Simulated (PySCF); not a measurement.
F: excitation energy

F [He] 2s2 2p5 (2P) → F [He] 2s1 2p6 (2S), as a difference of total energies. All numbers are calculated (PySCF 2.14, no relativity, point nucleus, in def2-QZVPPD). Correlated levels: valence: 1s2 frozen; valence and next inner shell: nothing frozen. The calculations carry no spin-orbit coupling.

```tsv
method	excitation energy (eV)
UHF	23.865
LDA	18.244
PBE	18.901
PBE0	20.157
r2SCAN	20.621
TPSSh	20.079
wB97M-V	20.347
HSE06	20.109
PW91	18.872
ROHF	23.950
MP2 (valence)	21.854
SCS-MP2 (valence)	21.742
MP2 (valence and next inner shell)	21.786
SCS-MP2 (valence and next inner shell)	21.697
```

Problem. How much does correlation contribute at MP2 (valence and next inner shell)?

Solution. 21.786 − (23.865) = -2.079 eV, measured against UHF.

A first-order spin-orbit estimate (lowest level to lowest level, LS coupling) adds 0.017 eV.

The upper state lies above the first ionisation limit, where it may autoionise and the basis confines it.
